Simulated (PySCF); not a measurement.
**Nuclear repulsion and electron count by hand**

System: F2Zn, singlet, at a GFN2-xTB geometry (such geometries of metal compounds can be far from the true shape). Level: CAMB3LYP/def2-TZVP run with PySCF. Sums are taken with unrounded values, so a last digit can differ.

Coordinates (Å):

```
atom         x         y         z
----  --------  --------  --------
Zn1    0.11178   0.21962   0.22607
F2    -0.39395   0.70093  -1.31061
F3     0.02133  -1.43298   0.55705
```

Work out the nuclear repulsion energy and the numbers of alpha and beta electrons.

In atomic units each pair adds Z_i Z_j / r_ij, with r in bohr (1 bohr = 0.529177 Å).
| pair | r (Å) | r (bohr) | Z_i Z_j | term (Eh) |
|---|---|---|---|---|
| Zn1-F2 | 1.6878 | 3.1896 | 270 | 84.6512 |
| Zn1-F3 | 1.6878 | 3.1896 | 270 | 84.6512 |
| F2-F3 | 2.8660 | 5.4160 | 81 | 14.9556 |
The sum is 184.2579 Eh; PySCF gives 184.2579 Eh. The atomic numbers add up to 48, so at charge +0 there are 48 electrons; multiplicity 1 means 0 unpaired, so 24 alpha and 24 beta.
